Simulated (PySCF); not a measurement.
## Electron correlation in Ta⁺ (tantalum, charge +1)

[Xe] 4f14 5d3 6s1, high-spin 5F determinant. Calculation: PySCF 2.14, in def2-TZVPPD with the def2 core potential (60 electrons); scalar relativity through the core potential. Frozen: 5s2 5p6; 4 electrons correlated.

```tsv
level	correlation energy (mhartree)
CCSD	-32.21
(T)	-0.43
CCSD(T)	-32.64
```

Diagnostics: T1 = 0.0037, D1 = 0.0077, largest double amplitude 0.021.

Spin-orbit coupling, absent here, splits the open shell strongly.

Cost of the coupled-cluster step: roughly 1.8 core-seconds, for 4 correlated electrons.
